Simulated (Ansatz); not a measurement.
# Abstraction of Cl: SnCl4 + C3H5 → SnCl3 + C3H5Cl

Species: SnCl4 (tin tetrachloride) `[Cl][Sn]([Cl])([Cl])[Cl]`, singlet; C3H5 `C=[C]C`, doublet; SnCl3 `[Cl][Sn]([Cl])[Cl]`, doublet; C3H5Cl (2-chloropropene) `C=C(C)Cl`, singlet. A radical takes Cl: the energy is the difference in strength between the Sn–Cl bond broken and the C–Cl bond made.

Shapes, held fixed at every level: PBE0-D4/def2-TZVP. Programs: Ansatz 0.2.0. Electronic energies: no zero-point or thermal term.

```tsv
level	kind	ΔE (kJ/mol)	CPU time (sum over the molecules)
HF/def2-SVP	Hartree–Fock	+3.8	–
PBE-D4/def2-TZVPP	GGA	-70.5	30 s
r2SCAN-D4/def2-TZVPP	meta-GGA	-47.6	61 s
B3LYP-D4/def2-TZVPP	global hybrid	-59.3	56 s
PBE0-D4/def2-TZVPP	global hybrid	-54.7	44 s
wB97X-V/def2-TZVPP	range-separated hybrid	-46.3	95 s
B2PLYP/def2-TZVPP	double hybrid	-55.0	69 s
```

B2PLYP/def2-TZVPP gives ΔE = -55.0 kJ/mol; the levels span -70.5 to +3.8. They disagree on the sign: 1 of 7 are positive. The median of the levels is -54.7. No measured value is set beside it here. Spin contamination: C3H5 (⟨S²⟩ up to 0.91). Open shells run unrestricted. For atoms past krypton def2 sets carry core potentials with scalar relativity. Outer-core shells of Sn are correlated, in sets that cover them unevenly. Times are processor times on shared x86 and Arm servers, and rough.
